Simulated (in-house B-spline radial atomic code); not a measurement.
**Mg8+: [He] 2s1 3p1 (an excited or competing configuration)**

All numbers are computed (non-relativistic LC-wPBE, spin-polarised, spherical fractional occupations; point nucleus) with a B-spline radial code for spherical atoms, not measured.

Z_r = [3n² - l(l+1)]/(2<r>); Z_e = n√(-2ε); the last column is Slater's effective charge. Values are occupation-weighted means over spin.

| shell | electrons | ε (eV) | <r> (bohr) | Z_r | Z_e | Slater |
| --- | --- | --- | --- | --- | --- | --- |
| 1s | 2 | -1605.4 | 0.1298 | 11.56 | 10.86 | 11.70 |
| 2s | 1 | -333.88 | 0.5623 | 10.67 | 9.91 | 10.30 |
| 3p | 1 | -122.91 | 1.299 | 9.62 | 9.02 | 9.15 |

The least bound orbital is 3p up at -122.9 eV, and it is also the most diffuse (<r> = 1.299 bohr).

The density falls to 0.001 bohr⁻³ at 2.387 bohr; Σ<r²> = 2.356 bohr² gives, by the non-relativistic formula and without the paramagnetism of open shells, a Langevin diamagnetic susceptibility of -1.866×10⁻⁶ cm³/mol.

Caution: exact exchange at fractional occupations of open shells leaves self-interaction of up to several eV.
